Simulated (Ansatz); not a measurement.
Compare A (`F/C=C1/C[SiH2]1`) with its isomer B (`CC1=C(F)[SiH2]1`).

Isolated molecules relaxed with PBE0-D4/def2-TZVP in Ansatz; ΔE leaves out vibrations. CCSD(T)/CBS adds triple-zeta CCSD(T) − MP2 to the extrapolated MP2 energy (def2 sets, frozen cores). DFT in def2-TZVPP. B3LYP here is the variant with VWN-RPA as its local correlation; programs differ in this.

**Question.** Which isomer does CCSD(T)/CBS put lower? Give the gap. (An estimate is asked.)

**Answer.** Computed: B, by 2.7 kcal/mol.

**Question.** Give E(B) − E(A) in kcal/mol with ωB97M-V, MP2/def2-TZVPP, CCSD/def2-TZVPP, B3LYP-D4, PBE0-D4, CCSD(T)/def2-TZVPP, B2PLYP. (An estimate is asked.)

**Answer.** The calculation gave: ωB97M-V -2.5, MP2/def2-TZVPP -3.3, CCSD/def2-TZVPP -2.7, B3LYP-D4 -2.0, PBE0-D4 -2.8, CCSD(T)/def2-TZVPP -2.5, B2PLYP -2.7. None reverses the order clearly.

Largest T1 diagnostic: 0.013.

In def2-TZVPP, CCSD(T) changes the Hartree–Fock value by +1.8 kcal/mol (the triples alone add +0.2 kcal/mol) and MP2 by +1.0 kcal/mol.
